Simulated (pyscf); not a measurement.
## H₃C–CH₂–O–Ti(OH)(OH)–OH, singlet

Gas-phase minimum from PySCF at ωB97X-D3(BJ)/def2-SVP, one conformer. 

```xyz
15

C     -0.9471    -2.6404    -1.5344
C      0.3890    -2.2832    -0.8978
O      0.3538    -0.9971    -0.3321
Ti    -0.7462     0.3778    -0.1237
O     -2.1915    -0.1491     0.7988
O     -1.3091     0.9305    -1.7352
O      0.1485     1.6618     0.7374
H     -0.9170    -3.6471    -1.9807
H     -1.1991    -1.9116    -2.3212
H     -1.7473    -2.6129    -0.7776
H      1.1983    -2.3178    -1.6502
H      0.6487    -3.0112    -0.1075
H     -2.3679    -0.1112     1.7436
H     -0.9305     1.5818    -2.3332
H      1.0576     1.6854     1.0514
```
Charge 0, spin multiplicity 1.

Bond lengths (Å): C1–C2 1.523, C1–H8 1.102, C1–H9 1.102, C1–H10 1.102, C2–O3 1.405, C2–H11 1.106, C2–H12 1.105, O3–Ti4 1.773, Ti4–O5 1.794, Ti4–O6 1.794, Ti4–O7 1.786, O5–H13 0.962, O6–H14 0.962, O7–H15 0.962. Angles (°): C2–C1–H8 111.1, C2–C1–H9 110.1, C2–C1–H10 110.1, H8–C1–H9 108.8, H8–C1–H10 108.7, H9–C1–H10 107.9, C1–C2–O3 111.2, C1–C2–H11 110.5, C1–C2–H12 110.5, O3–C2–H11 108.7, O3–C2–H12 108.7, H11–C2–H12 107.1, C2–O3–Ti4 140.6, O3–Ti4–O5 109.4 (the first ones only).

Properties at ωB97X-D3(BJ)/def2-SVP:

```yaml
harmonic_wavenumbers_unscaled: 29, 60, 73, 87, 149, 185, 192, 224, 234, 265, 273, 313, 434, 438, 458, 474, 643, 747, 804, 805, 815, 946, 1119, 1176, 1216, 1301, 1385, 1428, 1467, 1490, 1508, 3047, 3066, 3095, 3167, 3169, 3948, 3949, 3954 cm⁻¹
zero_point_energy: 68.8 kcal/mol
rotational_symmetry_number: 1
Entropy of this conformer at 298 K and 1 atm, rigid rotor and harmonic oscillator, modes under 100 cm⁻¹ raised to 100: 432.9 J/(mol K)
dipole_moment: 2.08 D
```

Single-point totals, which compare only within one level:

```tsv
level	total energy (hartree)
ωB97X-D3(BJ)/def2-TZVP	-1231.84028
PBE/def2-TZVP	-1231.14268
r²SCAN/def2-TZVP	-1231.56431
B3LYP-D3(BJ)/def2-TZVP	-1231.82146
PBE0-D3(BJ)/def2-TZVP	-1231.15945
M06-2X/def2-TZVP	-1231.56544
ωB97M-D3(BJ)/def2-TZVP	-1231.88090
```

The lowest mode is so soft that the shape along it may change with the basis. Soft torsions are taken as harmonic, which can shift the entropy by several J/(mol K).
